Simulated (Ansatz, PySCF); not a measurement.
This Ansatz (a first-principles code) input computes a B3LYP/def2-TZVPD energy:

Ansatz 0.2 input:
```yaml
crystal:
  periodic: [false, false, false]
  atoms:
    - {symbol: B, position_ang: [-0.09320651, -0.35603142, 0.04988833]}
    - {symbol: Cl, position_ang: [-0.19842545, 1.35671977, -0.17673327]}
    - {symbol: N, position_ang: [1.37580856, -0.91134000, 0.08869693]}
    - {symbol: N, position_ang: [-1.12564956, -1.24020545, 0.19313301]}
    - {symbol: H, position_ang: [1.90573454, -0.46092451, 0.84123126]}
    - {symbol: H, position_ang: [1.44437762, -1.92244809, 0.22232513]}
    - {symbol: H, position_ang: [-1.04260799, -2.23714686, 0.32451608]}
    - {symbol: H, position_ang: [-2.08591800, -0.92489798, 0.17414507]}
    - {symbol: H, position_ang: [1.86656608, -0.67784335, -0.78000322]}
basis:
  gaussian:
    orbitals: def2-TZVPD
hamiltonian:
  xc: {name: B3LYP}
total_charge: 1
output: {forces: true}
```

Q: Write an input for the same energy in PySCF and say what it gives.

A: 
```python
from pyscf import gto, scf, dft

mol = gto.M(
    atom='''
    B    -0.09320651   -0.35603142    0.04988833
    Cl   -0.19842545    1.35671977   -0.17673327
    N     1.37580856   -0.91134000    0.08869693
    N    -1.12564956   -1.24020545    0.19313301
    H     1.90573454   -0.46092451    0.84123126
    H     1.44437762   -1.92244809    0.22232513
    H    -1.04260799   -2.23714686    0.32451608
    H    -2.08591800   -0.92489798    0.17414507
    H     1.86656608   -0.67784335   -0.78000322
    ''',
    basis='def2-tzvpd',
    charge=1,
    spin=0,
    verbose=4,
)

mf = dft.RKS(mol, xc='b3lyp').density_fit(auxbasis='def2-universal-jkfit')
mf.grids.level = 3
mf.conv_tol = 1e-9
mf.max_cycle = 100
mf.max_memory = 1500
mf.kernel()
if not mf.converged:
    mf = mf.newton()
    mf.kernel(mf.make_rdm1())
mf.analyze()
```
It gives -597.52509 Eh, and Ansatz -597.52501 Eh, a difference of 0.08 mEh, from the treatment of integrals and grids.

It need not be the lowest isomer of its formula.
